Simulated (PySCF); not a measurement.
Si(F)2(NHMe)(OH) (CH5F2NOSi), SMILES CN[Si](O)(F)F.

The structure is a stationary point at r2SCAN-D4/def2-SVP. This is a generated structure with no PubChem entry under its InChIKey; it may be hypothetical. Other conformers were not sampled.

Method: PBE0/def2-TZVP run with PySCF.

Estimate the frontier levels, gap, dipole moment and polarisability. (The exact figures need the calculation; the answer reports its results.)


```
Item                                                                                                           Result
---------------------------------------------------------------------------------------------  ----------------------
highest occupied level                                                                                       -7.58 eV
lowest empty level                                                                                            0.41 eV
orbital gap                                                                                                   8.00 eV
dipole moment                                                                                                  3.58 D
quadrupole, principal values (traceless, Buckingham form, about the centre of nuclear charge)  -4.86, -0.50, 5.37 D·Å
mean static polarisability                                                                       44.2 bohr³ (6.55 Å³)
polarisability, principal values                                                               40.3, 42.5, 49.8 bohr³
```
